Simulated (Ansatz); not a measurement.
One change: `[F][Ga]([F])[Br]` becomes `FB(F)Br`.

Ansatz, PBE0-D4/def2-TZVP geometries, multiplicity 1. 

Scalar relativity is left out up to krypton.

```
                                                                                  property  `[F][Ga]([F])[Br]`
                                                       LUMO energy (B3LYP/def2-TZVPP) / eV               -2.59
ideal-gas entropy at 298 K and 1 bar (rigid rotor, harmonic PBE0-D4/def2-TZVP) / J/(mol·K)                 324
                                            zero-point energy (PBE0-D4/def2-TZVP) / kJ/mol                13.4
                                                         LUMO energy (PBE/def2-TZVPP) / eV               -3.17
                                                        HOMO energy (PBE0/def2-TZVPP) / eV               -9.42
                                                       HOMO energy (B3LYP/def2-TZVPP) / eV               -9.15
```

**Question.** Give the same properties after the change, and the shifts. (Estimate.)

**Answer.** The calculation gave: 
| property | `FB(F)Br` | shift |
| --- | --- | --- |
| LUMO energy (B3LYP/def2-TZVPP) / eV | -0.65 | 1.94 |
| ideal-gas entropy at 298 K and 1 bar (rigid rotor, harmonic PBE0-D4/def2-TZVP) / J/(mol·K) | 287 | -37 |
| zero-point energy (PBE0-D4/def2-TZVP) / kJ/mol | 27.2 | 13.8 |
| LUMO energy (PBE/def2-TZVPP) / eV | -1.42 | 1.75 |
| HOMO energy (PBE0/def2-TZVPP) / eV | -9.08 | 0.34 |
| HOMO energy (B3LYP/def2-TZVPP) / eV | -8.80 | 0.35 |

With PBE0 the HOMO rises by 0.34 eV and the LUMO rises by 1.81 eV, so the gap widens by about 1.47 eV. PBE moves the HOMO by 0.36 eV and ωB97M-V by 0.33 eV.

B3LYP here is the variant with VWN-RPA as its local correlation; programs differ in this.

Spin–orbit coupling is left out; it splits and shifts lone-pair levels of the heavy atoms by tenths of an eV.
